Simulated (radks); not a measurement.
Species: Mn5+. Configuration: [Ar] 3d2 (the NIST ground configuration).

Calculated with a radial shooting solver on a logarithmic mesh with Libxc functionals: Dirac Kohn-Sham, PBEsol, spin-unpolarised, spherical densities, finite nucleus; open shells fill j = l - 1/2 first; Fermi nuclear charge, rms radius 3.7057 fm.

Energy parts (eV):
total: -31310.179
kinetic: 31715.311
electron-nucleus: -73170.037
Hartree: 11461.113
exchange-correlation: -1316.565

Orbitals (lengths in bohr, moments of r in powers of bohr; <r^-3> diverges for s and p1/2; r(max) is where P^2 peaks):
[
 {"orbital": "1s1/2", "occ.": "2", "eigenvalue (eV)": "-6505.439", "r(max)": "0.03990", "<r^2>": "0.004996", "<1/r>": "24.91", "<r^-3>": "-"},
 {"orbital": "2s1/2", "occ.": "2", "eigenvalue (eV)": "-829.1412", "r(max)": "0.2328", "<r^2>": "0.09225", "<1/r>": "5.319", "<r^-3>": "-"},
 {"orbital": "2p1/2", "occ.": "2", "eigenvalue (eV)": "-722.6163", "r(max)": "0.1869", "<r^2>": "0.07403", "<1/r>": "5.263", "<r^-3>": "-"},
 {"orbital": "2p3/2", "occ.": "4", "eigenvalue (eV)": "-712.2127", "r(max)": "0.1893", "<r^2>": "0.07568", "<1/r>": "5.176", "<r^-3>": "408.3"},
 {"orbital": "3s1/2", "occ.": "2", "eigenvalue (eV)": "-164.9127", "r(max)": "0.7254", "<r^2>": "0.7735", "<1/r>": "1.727", "<r^-3>": "-"},
 {"orbital": "3p1/2", "occ.": "2", "eigenvalue (eV)": "-133.7992", "r(max)": "0.7301", "<r^2>": "0.8352", "<1/r>": "1.623", "<r^-3>": "-"},
 {"orbital": "3p3/2", "occ.": "4", "eigenvalue (eV)": "-132.3689", "r(max)": "0.7365", "<r^2>": "0.8491", "<1/r>": "1.604", "<r^-3>": "56.51"},
 {"orbital": "3d3/2", "occ.": "2", "eigenvalue (eV)": "-82.5563", "r(max)": "0.6939", "<r^2>": "0.9940", "<1/r>": "1.378", "<r^-3>": "6.026"},
 {"orbital": "3d5/2", "occ.": "0", "eigenvalue (eV)": "-82.3761", "r(max)": "0.6957", "<r^2>": "0.9985", "<1/r>": "1.375", "<r^-3>": "5.944"}
]

The highest occupied level is 3d3/2 at -82.556 eV. For comparison, the ionisation energy in NIST's Atomic Spectra Database is 95.60 eV (measured). In exact Kohn-Sham theory the highest level is minus the ionisation energy, but local and semilocal functionals leave it too shallow, through self-interaction and a potential that decays too fast; potentials with the right tail come closer. Summed over all electrons, <r^2> = 9.247 bohr^2, which gives a Langevin (diamagnetic) susceptibility term of -7.32 x 10^-6 cm^3/mol. The electron density at the nucleus is 1.314e+04 e/bohr^3.

Beside tabulated values, note that spin-unpolarised runs miss the spin-polarisation part of the exchange energy of open shells.
